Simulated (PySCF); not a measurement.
Run record: geometry optimisation, `C=C(C)[SiH2]C#N`.

Computed with PBE0-D3(BJ)/def2-SVP geometry optimisation, gas phase (PySCF 2.14.0). Start geometry: GFN2-xTB. A driver script takes a list of jobs; this job's settings line and coordinates (Å) are shown.

Command:
```bash
OMP_NUM_THREADS=1 python probes_run.py task.json out
```

Input:
```
{"job": {"xc": "PBE0", "basis": "def2-SVP", "d3": "d3bj", "grid": 1, "shake": 0.01, "kind": "geom"}, "charge": 0, "multiplicity": 1}
C     -1.011790     1.515310     0.262270
C     -0.477470     0.369290    -0.034910
C     -1.245220    -0.916470     0.109070
Si     1.339000     0.247160    -0.661910
C      2.144450    -1.003570     0.449110
N      2.638280    -1.762520     1.145760
H     -2.040260     1.612530     0.612320
H     -0.486880     2.479000     0.152280
H     -1.287460    -1.426150    -0.820250
H     -2.236710    -0.742020     0.496150
H     -0.714670    -1.576110     0.822340
H      2.038800     1.508590    -0.527530
H      1.345760    -0.321920    -2.015030
```

Task: Estimate the output.

Result: 
```
step   0  E = -500.22643444  max force = 0.056497
step   1  E = -500.23339549  max force = 0.009924
step   2  E = -500.23364257  max force = 0.001305
step   3  E = -500.23366165  max force = 0.001370
step   4  E = -500.23367841  max force = 0.000448
step   5  E = -500.23368576  max force = 0.000369
optimisation converged
```

Energies in Eh; «max force» is the largest Cartesian gradient component in Eh/bohr.

Task: Give the first gradient maximum in eV/Å.

Result: With 1 Eh/bohr = 51.422 eV/Å, 2.905 eV/Å.

Main results: final energy -500.23369 Eh after 5 steps; dipole 3.77 D.

Task: Estimate the wall time. Hardware: an Arm Neoverse V2 with one thread, no GPU (shared host). And the peak memory of the process?

Result: About 33 s, with 0.51 GiB resident at the peak, the Python interpreter and its libraries included.
Labels such as C1 count atoms from 1, the log's own numbers from 0.
